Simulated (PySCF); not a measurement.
C₇H₁₄.
SMILES: `CCCCC1CC1`

Level of theory: TDDFT CAM-B3LYP/def2-SVPD, vertical, gas phase, core orbitals frozen in the response in PySCF. Geometry: PBE0-D3(BJ)/def2-SVP, one conformer, isolated molecule. Torsions of this conformer, `[CH3:1][CH2:2][CH2:3][CH2:4][CH:5]1[CH2:6][CH2:7]1`: C1–C2–C3–C4 180°, C2–C3–C4–C5 179°, C3–C4–C5–C6 -84°.

Q: List the vertical singlet excitations with oscillator strengths and describe the spectrum.

A: 

| state | E (eV) | λ (nm) | f | \|μ\| (D) | main configurations (H = HOMO, L = LUMO) |
| --- | --- | --- | --- | --- | --- |
| S1 | 7.89 | 157.2 | 0.0045 | 0.39 | H→L (40%), H→L+1 (32%), H→L+2 (18%) |
| S2 | 8.14 | 152.3 | 0.0040 | 0.36 | H-1→L+1 (39%), H-1→L (33%), H-1→L+2 (13%) |
| S3 | 8.19 | 151.4 | 0.0089 | 0.54 | H→L+2 (36%), H→L+3 (32%), H→L+1 (10%) |
| S4 | 8.37 | 148.2 | 0.019 | 0.78 | H→L+3 (33%), H→L+1 (22%), H→L+2 (15%) |
| S5 | 8.47 | 146.4 | 0.0083 | 0.51 | H-1→L+2 (40%), H-1→L+3 (35%) |
| S6 | 8.54 | 145.2 | 0.0091 | 0.53 | H→L+4 (19%), H→L+3 (19%), H→L (15%) |
| S7 | 8.69 | 142.6 | 0.062 | 1.37 | H-1→L+3 (35%), H-1→L+1 (17%), H-1→L+2 (16%) |
| S8 | 8.81 | 140.7 | 0.0013 | 0.19 | H-2→L (77%) |
| S9 | 8.89 | 139.4 | 0.0025 | 0.27 | H-1→L (21%), H-1→L+4 (15%), H-1→L+3 (14%) |
| S10 | 9.10 | 136.2 | 0.0043 | 0.35 | H-3→L (34%), H→L+4 (18%), H-1→L+4 (12%) |

Triplets (Tamm–Dancoff): T1 7.72 eV, H→L (34%), H→L+1 (31%), H→L+2 (20%); T2 7.96 eV, H-1→L+1 (40%), H-1→L (29%), H-1→L+2 (12%); T3 8.06 eV, H→L+2 (32%), H→L+3 (28%), H→L+1 (15%); T4 8.22 eV, H→L+3 (36%), H→L+2 (18%), H→L+1 (13%).

The lowest singlet lies at 7.89 eV (157 nm, vacuum ultraviolet) and is very weak; its leading configuration is HOMO→LUMO (40%). The strongest level in the table is S7 at 8.69 eV (143 nm, f = 0.062). Löwdin shares by element: HOMO carbon 74% or more (atoms not listed hold the other 26%); LUMO carbon 42% or more (atoms not listed hold the other 58%). Of the 10 states listed, 2 reach f = 0.01 and none stays under 0.0005. Orbital energies (eV): HOMO-3 -10.55, HOMO-2 -10.40, HOMO-1 -9.58, HOMO -9.26, LUMO 1.51, LUMO+1 1.80, LUMO+2 1.90. The oscillator strengths of these states sum to 0.125; summed over the whole spectrum of an exact calculation they would give the number of electrons, 56 (Thomas–Reiche–Kuhn). The vertical ionisation energy (ΔSCF) is 10.01 eV, 0.90 eV above S10. The window holds the lowest 10 singlets.

On one thread, Intel Xeon Platinum 8375C at 2.90 GHz (x86_64), shared host with 128 logical CPUs at a one-minute load of 55, this took 6.2 min of wall time and 1.4 GiB of memory at its peak.
